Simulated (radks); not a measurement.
The nuclear charge of neutral ytterbium is varied continuously with 70 electrons held in [Xe] 4f14 6s2. Method: scalar-relativistic Kohn-Sham, PBE, spin-polarised, spherical densities, finite nucleus; Fermi nuclear charge, rms radius 5.3108 fm; computed with a radial shooting solver on a logarithmic mesh with Libxc functionals. By the Hellmann-Feynman theorem dE/dZ = E(electron-nucleus)/Z, the electronic potential at the nucleus (averaged over a nucleus of fixed radius). The scalar-relativistic energy here is not variational (the density holds large components alone), so the two differ by a part that grows with Z.

Z      E (hartree)  E(electron-nucleus)/Z (hartree)  HOMO  e(HOMO) (eV)  <r> HOMO (bohr)
70     -14058.1415                         -494.322    4f        -3.021           0.7914
70.25  -14182.9135                         -497.000    6s        -5.514            3.720
70.5   -14308.3661                         -499.676    6s        -7.242            3.546
70.75  -14434.4991                         -502.351    6s        -9.091            3.396
71     -14561.3125                         -505.026    6s       -11.049            3.265

 No converged solution with all levels bound was reached at Z = 69.75.
